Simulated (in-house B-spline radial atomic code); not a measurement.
# Removing one electron from Sn⁴⁸⁺

Closed shell 1s2. Computed with an all-electron radial atomic-structure program (B-spline basis): Koopmans values of Dirac-Hartree-Fock plus a diagonal self-energy, in second order or with its direct term screened (direct RPA, with the hole-particle interaction, or full time-dependent Hartree-Fock), linearised in energy; no-pair Dirac-Coulomb Hamiltonian, finite nucleus. Shifts add to the Koopmans value (the ΔSCF shift is orbital relaxation alone); the final value takes TDHF screening with Breit and QED.

Command:
```bash
python run_mb.py task.json out
```
Settings (nuclear radius in fm, box in bohr, cutoff in hartree):
```
basis_form          2
Z                   50
core_configuration  1s2
rms_radius          4.6519
mass_number         120
speed_of_light      137.036
box_radius          2.605
lmax                7
intervals           57
virtual_cutoff      10000.0
```

Cost of the run: 0.3 s on 1 thread of Intel(R) Xeon(R) 6975P-C, with other jobs on the host.

Energies in eV:

| subshell | Koopmans | ΔSCF shift | second order | direct RPA | hole-particle | TDHF | Breit + QED | final |
| --- | --- | --- | --- | --- | --- | --- | --- | --- |
| 1s1/2 | 34335.85 | -1.705 | ? | ? | ? | ? | ? | ? |

(1) What does the self-energy do to 1s1/2?

Results:

(1) It shifts the removal energy by -0.515 eV in second order, -0.481 with direct RPA, -0.523 with the hole-particle term and -0.531 with TDHF screening (quasi-particle weight 1.000); Breit and QED add -79.421 eV. The final value is 34255.90 eV, against 34257.148 ± 0.022 eV (NIST, tabulated theory). Recoil and two-electron QED terms are left out.
